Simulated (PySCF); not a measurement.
C3H4BF3, SMILES B(/C(=C\F)C)(F)F.

Geometry optimised at ωB97X-D3(BJ)/def2-SVP. The structure was generated by enumeration; whether it is a known compound was not checked. One conformer was computed; it need not be the lowest.

Computed with PySCF with TDA-PBE/def2-SVPD.

Vertical excitations. Gas-phase values at a fixed geometry.

### Question
List the lowest excited states. (An estimate is asked for; the answer gives what the named calculation found.)

### Answer

```tsv
state	energy (eV)	λ (nm)	f	main pairs
S1	6.01	206	0.254	HOMO→LUMO 84 %
S2	6.34	196	0.001	HOMO−1→LUMO 98 %
S3	6.57	189	0.003	HOMO→LUMO+1 99 %
S4	7.14	174	0.000	HOMO−2→LUMO 50 %, HOMO→LUMO+2 49 %
S5	7.17	173	0.000	HOMO−2→LUMO 49 %, HOMO→LUMO+2 48 %
S6	7.23	172	0.013	HOMO→LUMO+3 96 %
S7	7.47	166	0.000	HOMO−3→LUMO 99 %
S8	7.60	163	0.001	HOMO−4→LUMO 99 %
S9	8.10	153	0.074	HOMO−5→LUMO 54 %, HOMO→LUMO+4 29 %, HOMO−6→LUMO 12 %
S10	8.34	149	0.012	HOMO−1→LUMO+1 93 %
T1	3.70	335	0	HOMO→LUMO 98 %
T2	5.82	213	0	HOMO−1→LUMO 99 %
T3	6.48	191	0	HOMO→LUMO+1 100 %
T4	6.92	179	0	HOMO−2→LUMO 96 %
```
Triplets are in the Tamm–Dancoff approximation.
